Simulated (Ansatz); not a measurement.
Start from `BSCN` and change one atom or group to get `NCSCF`.

Ansatz, PBE0-D4/def2-TZVP geometries, multiplicity 1. Each molecule was computed in one conformer, which needn't be the lowest.

```tsv
property	`BSCN`
LUMO energy (B3LYP/def2-TZVPP) / eV	-1.23
size of the dipole moment (PBE/def2-TZVPP) / D	2.70
HOMO energy (PBE/def2-TZVPP) / eV	-5.85
HOMO–LUMO gap (PBE0/def2-TZVPP) / eV	6.26
HOMO energy (PBE0/def2-TZVPP) / eV	-7.30
LUMO energy (ωB97M-V/def2-TZVPP) / eV	0.89
```

Q: What does the change do to each property? (Best estimate.)

A: The calculation gave: 
```
                                      property  `NCSCF`  shift
           LUMO energy (B3LYP/def2-TZVPP) / eV     0.25   1.48
size of the dipole moment (PBE/def2-TZVPP) / D     2.05  -0.65
             HOMO energy (PBE/def2-TZVPP) / eV    -5.51   0.34
          HOMO–LUMO gap (PBE0/def2-TZVPP) / eV     7.36   1.10
            HOMO energy (PBE0/def2-TZVPP) / eV    -6.80   0.50
         LUMO energy (ωB97M-V/def2-TZVPP) / eV     2.21   1.32
```

With PBE0 the HOMO rises by 0.50 eV and the LUMO rises by 1.60 eV, so the gap widens by about 1.10 eV. PBE moves the HOMO by 0.34 eV and ωB97M-V by 0.59 eV. Dipoles are sizes alone; their direction can turn.

B3LYP here is the variant with VWN-RPA as its local correlation; programs differ in this.
